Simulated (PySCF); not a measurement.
# Polarisability and C₆ of Au⁺ (gold, charge +1)

[Xe] 4f14 5d9 6s1, high-spin 3D determinant (an excited configuration). All numbers are calculated (PySCF 2.14, the spin-free X2C one-electron Hamiltonian (Gaussian nucleus), in ANO-RCC-VTZP (8s7p5d3f1g, 84 functions)). Coupled (time-dependent) response in atomic units; α is the mean over directions. The basis has no added diffuse functions, which lowers α and C₆.

```tsv
method	mean α (bohr³)	α xx, yy, zz	C₆ (like pair)	S(−4)
PBEsol	19.95	19.86, 19.86, 20.13	151.9	154.3
```

S(−4) is the Cauchy moment in α(ω) = α(0) + S(−4) ω² + …

Spin-orbit coupling is absent.

α(iu) at PBEsol:

```tsv
u (hartree)	α(iu) (bohr³)
0	19.95
0.0500	19.57
0.100	18.57
0.200	15.73
0.300	13.03
0.500	9.366
0.750	6.868
1.00	5.374
1.50	3.587
2.00	2.549
3.00	1.458
5.00	0.6521
```

For an ion, C₆ is the dispersion term alone; charge-induced terms of lower order in 1/R come first.

The components differ because the open shell of this determinant is not spherical; for a pure term their mean is the scalar polarisability.

Spin-orbit coupling, absent here, splits the open shell strongly.
